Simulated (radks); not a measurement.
Valence configurations of the zinc ion Zn+ (all share [Ar]). All-electron calculation, Dirac Kohn-Sham, PBE, spin-unpolarised, spherical densities, point nucleus; open shells fill j = l - 1/2 first. Program: a radial shooting solver on a logarithmic mesh with Libxc functionals. Energies are relative to 3d10 4s1; eigenvalues in eV.

valence           E (eV)  e(3d3/2)  e(3d5/2)  e(4p1/2)  e(4p3/2)  e(4s1/2)
3d10 4s1           0.000   -19.975   -19.616         -         -   -13.997
3d10 4s0.5 4p0.5   3.092   -20.856   -20.496    -8.315         -   -14.550
3d9.5 4s1.5        3.349   -23.124   -22.751         -         -   -14.933
3d10 4p1           6.234   -21.705   -21.345    -8.742         -         -
3d9.5 4s1 4p0.5    6.607   -23.991   -23.618    -8.898         -   -15.463
3d9 4s2            7.858   -26.531   -26.144         -         -   -15.890
3d9.5 4s0.5 4p1    9.914   -24.828   -24.454    -9.308         -   -15.967
3d9 4s1 4p1       14.759   -28.202   -27.814    -9.889         -   -16.881
3d8 4s2 4p1       28.393   -35.635   -35.217   -11.076         -   -18.742
3d8 4s0.5 4p2.5   40.169   -37.918   -37.498   -12.118   -11.902   -20.010

NIST lists [Ar] 3d10 4s1 as the ground configuration; this level of theory agrees among the configurations tried. The energies are those of spherical spin-averaged densities, not of single terms.
